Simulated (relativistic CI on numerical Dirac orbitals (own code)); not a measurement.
Mo⁶⁺: q coefficients and field-shift factors

These numbers are calculated, not measured: Dirac-Coulomb-Breit CI, KLI orbitals optimised for each configuration, derivatives by finite differences, unscaled Slater integrals, QED left out (own radial code, finite nucleus).

Configuration list (outside the closed core [Ar] 3d10): 4s²4p⁶, 4s²4p⁵4d, 4s4p⁶4d, 4s²4p⁵4f, 4s²4p⁵5s, 4s4p⁶4f, 4p⁶4d², 4p⁵4d³, 4p⁵4d²4f, 4p⁵4d²5s. Double excitations out of closed p, d and f shells are left out; levels of such configurations are missing from the list, as are those of other unlisted configurations, and high levels can miss mixing partners.

With x = (α/α₀)² − 1 an excitation energy changes as ω = ω₀ + qx; K = 2q/ω₀ is the relative enhancement. Terms are leading LS components, so labels can repeat. The field-shift factor is F = δν/δ⟨r²⟩ for the transition from the lowest level.

Lowest level 4s²4p⁶ ¹S0.

```
        Level  ω₀ (cm⁻¹)  q (cm⁻¹)        K  F (GHz/fm²)
4s²4p⁵4d ³P°0     298818      1123  0.00752         1.04
4s²4p⁵4d ³P°1     302156      3591   0.0238         1.03
4s²4p⁵4d ³P°2     308942      8362   0.0541         1.01
4s²4p⁵4d ³F°4     311507      3985   0.0256        0.999
4s²4p⁵4d ³F°3     314920      4342   0.0276        0.953
4s²4p⁵4d ³F°2     320769      7848   0.0489        0.923
4s²4p⁵4d ³D°3     334045      3652   0.0219         1.14
4s²4p⁵4d ¹D°2     341541     18800     0.11        0.833
4s²4p⁵4d ³D°1     342551     13640   0.0796        0.952
4s²4p⁵4d ³D°2     348093     22520    0.129        0.873
4s²4p⁵4d ¹F°3     350932     24400    0.139        0.823
4s²4p⁵4d ¹P°1     441995     11530   0.0522         1.12
4s²4p⁵5s ³P°2     476619    -11410  -0.0479         9.92
```

At this charge configurations can still be misplaced by up to about 7 % of their energy.
